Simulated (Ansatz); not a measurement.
Basis-set extrapolation for H5NO2Si2 (PBE0-D4/def2-TZVP geometry, frozen core, Ansatz). Multiplicity 1, RHF reference.

|  | def2-TZVPP | def2-QZVPP |
| --- | --- | --- |
| HF | -785.150203 | -785.178686 |
| MP2 correlation | -0.927617 | -0.999345 |
| CCSD(T) correlation | -0.994708 | not run |

Energies in hartree. Use E(X) = E(∞) + A·exp(−7.88·√X) for Hartree–Fock and E(X) = E(∞) + B·X^(−2.97) for correlation, with X = 3 and 4, and add CCSD(T) minus MP2 of the smaller set to the MP2 limit.

Q: What is the CCSD(T) energy at the basis-set limit?

A: HF limit: -785.178686 + (-0.028483) × 0.13774 = -785.18261. MP2 limit: -0.999345 + (-0.071728) × 0.74074 = -1.05248. Higher-order term: -0.994708 − (-0.927617) = -0.06709. Total: -786.30218 hartree, 412.9 kJ/mol below CCSD(T)/def2-TZVPP.
